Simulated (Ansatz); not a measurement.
Geometry optimisation, DFT PBE, scalar-relativistic, plane waves, PAW (Ansatz 0.2.0).

The input (input.yaml):

```yaml
crystal:
  lattice:
    - [4.58, 0.0, 0.0]
    - [2.29, 3.966396, 0.0]
    - [0.0, 0.0, 18.382645]
  atoms:
    - { symbol: Be, position: [-0.1666667, 0.3333333, 0.0543991] }
    - { symbol: Be, position: [0.3333333, 0.3333333, 0.0543991] }
    - { symbol: Be, position: [-0.1666667, 0.8333333, 0.0543991] }
    - { symbol: Be, position: [0.3333333, 0.8333333, 0.0543991] }
    - { symbol: Be, position: [0.0, 0.0, 0.1520029] }
    - { symbol: Be, position: [0.5, 0.0, 0.1520029] }
    - { symbol: Be, position: [0.0, 0.5, 0.1520029] }
    - { symbol: Be, position: [0.5, 0.5, 0.1520029] }
    - { symbol: Be, position: [-0.1666667, 0.3333333, 0.2496066] }
    - { symbol: Be, position: [0.3333333, 0.3333333, 0.2496066] }
    - { symbol: Be, position: [-0.1666667, 0.8333333, 0.2496066] }
    - { symbol: Be, position: [0.3333333, 0.8333333, 0.2496066] }
    - { symbol: Be, position: [0.0, 0.0, 0.3472104] }
    - { symbol: Be, position: [0.5, 0.0, 0.3472104] }
    - { symbol: Be, position: [0.0, 0.5, 0.3472104] }
    - { symbol: Be, position: [0.5, 0.5, 0.3472104] }
    - { symbol: Li, position: [0.1802372, 0.6668342, 0.4511127] }
basis:
  ecutwfc: 420.0
kpoints:
  mp_grid: { grid: [5, 5, 1] }
hamiltonian:
  xc: pbe
scf:
  occupations: { method: gaussian, width: 0.1 }
  lower_state_search: "off"
relax:
  f_tol: 0.03
  max_steps: 60
  adjacent_minimum: "off"
  constraints: [{ sites: [0, 1, 2, 3] }]
output:
  write_density: true
  write_potential: true
  elf: true
  volumetric_format: npy
```

Launched with:

```bash
$ ansatz run input.yaml --threads 1 --pin off --max-ram 3072MiB --backend cpu --events-out ev --progress --plain --runs-dir out
```

Where does it end, and by what steps?

The forces met the threshold. The force dipped under the threshold on the way, but the program's further checks kept it going. Limits of this set-up: thin slab, slab without dipole correction. After 3 steps the energy has fallen by 0.126 eV; Be14 moved furthest, 0.26 Å.

```csv
step,energy less start (eV),largest force component (eV/Å),accepted
0,0.0000,0.648,yes
1,-0.1069,0.255,yes
2,-0.1265,0.029,yes
3,-0.1265,0.029,yes
```

```xyz
17
Lattice="4.5800 0.0000 0.0000 2.2900 3.9664 0.0000 0.0000 0.0000 18.3826" Properties=species:S:1:pos:R:3
Be 0.000 1.322 1.000
Be 2.290 1.322 1.000
Be 1.145 3.305 1.000
Be 3.435 3.305 1.000
Be 0.000 -0.001 2.860
Be 2.290 0.000 2.871
Be 1.146 1.984 2.861
Be 3.434 1.984 2.859
Be 0.002 1.322 4.702
Be 2.289 1.318 4.701
Be 1.141 3.307 4.704
Be 3.439 3.308 4.699
Be 0.000 0.007 6.500
Be 2.289 0.000 6.642
Be 1.141 1.981 6.510
Be 3.442 1.979 6.490
Li 2.349 2.645 8.515
```

Time of the run: 57 s on 1 thread of Arm Neoverse V1 (shared host), peak memory 0.49 GiB.
